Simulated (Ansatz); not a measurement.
Start from `P[NH][ZnH]` and change one atom or group to get `[SiH3]NP`.

Ansatz, PBE0-D4/def2-TZVP geometries, multiplicity 1. Each molecule was computed in one conformer, which needn't be the lowest.

Scalar relativity is left out up to krypton.

| property | `P[NH][ZnH]` |
| --- | --- |
| size of the dipole moment (ωB97M-V/def2-TZVPP) / D | 1.47 |
| ideal-gas entropy at 298 K and 1 bar (rigid rotor, harmonic PBE0-D4/def2-TZVP) / J/(mol·K) | 313 |
| LUMO energy (B3LYP/def2-TZVPP) / eV | -0.83 |
| LUMO energy (PBE0/def2-TZVPP) / eV | -0.56 |
| size of the dipole moment (PBE/def2-TZVPP) / D | 1.37 |
| LUMO energy (ωB97M-V/def2-TZVPP) / eV | 0.78 |

(1) Give the same properties after the change, and the shifts. (An estimate is asked.)

Answers

(1) Computed: 
```json
{"property": "size of the dipole moment (ωB97M-V/def2-TZVPP) / D", "`[SiH3]NP`": "0.70", "shift": "-0.77"}
{"property": "ideal-gas entropy at 298 K and 1 bar (rigid rotor, harmonic PBE0-D4/def2-TZVP) / J/(mol·K)", "`[SiH3]NP`": "316", "shift": "3"}
{"property": "LUMO energy (B3LYP/def2-TZVPP) / eV", "`[SiH3]NP`": "-0.42", "shift": "0.41"}
{"property": "LUMO energy (PBE0/def2-TZVPP) / eV", "`[SiH3]NP`": "-0.20", "shift": "0.36"}
{"property": "size of the dipole moment (PBE/def2-TZVPP) / D", "`[SiH3]NP`": "0.72", "shift": "-0.65"}
{"property": "LUMO energy (ωB97M-V/def2-TZVPP) / eV", "`[SiH3]NP`": "1.50", "shift": "0.72"}
```

With PBE0 the HOMO falls by 0.63 eV and the LUMO rises by 0.36 eV, so the gap widens by about 0.99 eV. PBE moves the HOMO by -0.55 eV and ωB97M-V by -0.67 eV. The zero-point energy changes by 50.2 kJ/mol with +6 modes. Dipoles are sizes alone; their direction can turn.

B3LYP here is the variant with VWN-RPA as its local correlation; programs differ in this.
